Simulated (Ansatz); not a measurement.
Ansatz (a quantum-chemistry and plane-wave program) input (BHLYP/def2-TZVPD):

Ansatz 0.2 input:
```yaml
crystal:
  periodic: [false, false, false]
  atoms:
    - {symbol: C, position_ang: [2.39954363, -0.61613925, 0.00165295]}
    - {symbol: C, position_ang: [1.14964102, -0.73103051, -0.87180361]}
    - {symbol: N, position_ang: [-0.06680464, -0.17584421, -0.28368749]}
    - {symbol: Si, position_ang: [-0.43562709, 1.49784399, -0.49452352]}
    - {symbol: C, position_ang: [-0.59654491, -0.95422810, 0.83247394]}
    - {symbol: C, position_ang: [-2.04163023, -0.61967308, 1.17361601]}
    - {symbol: H, position_ang: [3.26231796, -1.05515307, -0.50445187]}
    - {symbol: H, position_ang: [2.62743602, 0.43044278, 0.21536088]}
    - {symbol: H, position_ang: [2.27294789, -1.13435128, 0.95336683]}
    - {symbol: H, position_ang: [0.96527328, -1.78666815, -1.10473926]}
    - {symbol: H, position_ang: [1.33098602, -0.23091005, -1.82490514]}
    - {symbol: H, position_ang: [0.34945449, 1.95418690, -1.66388070]}
    - {symbol: H, position_ang: [-0.08001758, 2.35315524, 0.67420000]}
    - {symbol: H, position_ang: [-1.87809730, 1.72050610, -0.74971972]}
    - {symbol: H, position_ang: [0.01801952, -0.83351362, 1.73620238]}
    - {symbol: H, position_ang: [-0.53357850, -2.01372061, 0.55847751]}
    - {symbol: H, position_ang: [-2.15121065, 0.40924870, 1.52375700]}
    - {symbol: H, position_ang: [-2.68970229, -0.75261566, 0.30644027]}
    - {symbol: H, position_ang: [-2.39347404, -1.27308819, 1.97339766]}
basis:
  gaussian:
    orbitals: def2-TZVPD
hamiltonian:
  xc: {name: BHLYP}
output: {forces: true}
```

Output:

```
Functional definition: BHLYP
integrals: 0.42 GiB planned
2085 factors; their error is unknown
0.58 GiB of the device are held for the grids
2.44 GiB of device memory are held for the factors and their scratch space
mean field: 3.16 GiB planned
mean field evaluation 1: about -13718.0464 eV, gradient 6.2e1 eV
mean field evaluation 2: about -13717.8992 eV, gradient 6.2e1 eV
mean field evaluation 4: about -13726.7549 eV, gradient 3.4e0 eV
mean field evaluation 8: about -13726.7790 eV, gradient 1.4e-1 eV
mean field evaluation 16: about -13726.7854 eV, gradient 4.4e-4 eV
mean field -13726.78543545 eV, -504.4500604036 hartree, gradient 2.9e-5 eV, S^2 0.000000; 0 other end points of the search recorded, 0 dependent functions left out
the calculation of the forces begins
reference -13726.78567900 eV, -504.4500693539 hartree; 29, 29 occupied and 316, 316 virtual orbitals, 2085 factors
Total energy: -13726.78567900 eV, -504.4500693539 hartree
Atom 0 at     2.399544    -0.616139     0.001653 Å, force    -0.006146     0.002723     0.001702 eV/Å
Atom 1 at     1.149641    -0.731031    -0.871804 Å, force    -0.070351    -0.008120     0.005673 eV/Å
Atom 2 at    -0.066805    -0.175844    -0.283687 Å, force     0.082928     0.033643     0.115830 eV/Å
Atom 3 at    -0.435627     1.497844    -0.494524 Å, force     0.032927    -0.121227    -0.022706 eV/Å
Atom 4 at    -0.596545    -0.954228     0.832474 Å, force     0.067728    -0.021175    -0.047882 eV/Å
Atom 5 at    -2.041630    -0.619673     1.173616 Å, force    -0.013942    -0.002575     0.001533 eV/Å
Atom 6 at     3.262318    -1.055153    -0.504452 Å, force    -0.203534     0.101068     0.108579 eV/Å
Atom 7 at     2.627436     0.430443     0.215361 Å, force    -0.038687    -0.239907    -0.047114 eV/Å
Atom 8 at     2.272948    -1.134351     0.953367 Å, force     0.033302     0.115610    -0.219212 eV/Å
Atom 9 at     0.965273    -1.786668    -1.104739 Å, force     0.051528     0.264247     0.057889 eV/Å
Atom 10 at     1.330986    -0.230910    -1.824905 Å, force    -0.036094    -0.122856     0.232212 eV/Å
Atom 11 at     0.349454     1.954187    -1.663881 Å, force    -0.091728    -0.038430     0.129355 eV/Å
Atom 12 at    -0.080018     2.353155     0.674200 Å, force    -0.037998    -0.108782    -0.130486 eV/Å
Atom 13 at    -1.878097     1.720506    -0.749720 Å, force     0.167292    -0.027634     0.026697 eV/Å
Atom 14 at     0.018020    -0.833514     1.736202 Å, force    -0.158721    -0.022930    -0.227647 eV/Å
Atom 15 at    -0.533578    -2.013721     0.558478 Å, force    -0.031719     0.261185     0.070106 eV/Å
Atom 16 at    -2.151211     0.409249     1.523757 Å, force     0.022872    -0.235256    -0.074698 eV/Å
Atom 17 at    -2.689702    -0.752616     0.306440 Å, force     0.145589     0.024177     0.203020 eV/Å
Atom 18 at    -2.393474    -1.273088     1.973398 Å, force     0.084755     0.146241    -0.182850 eV/Å
Dipole moment:     0.069234    -0.215434     0.084622 e Å
```
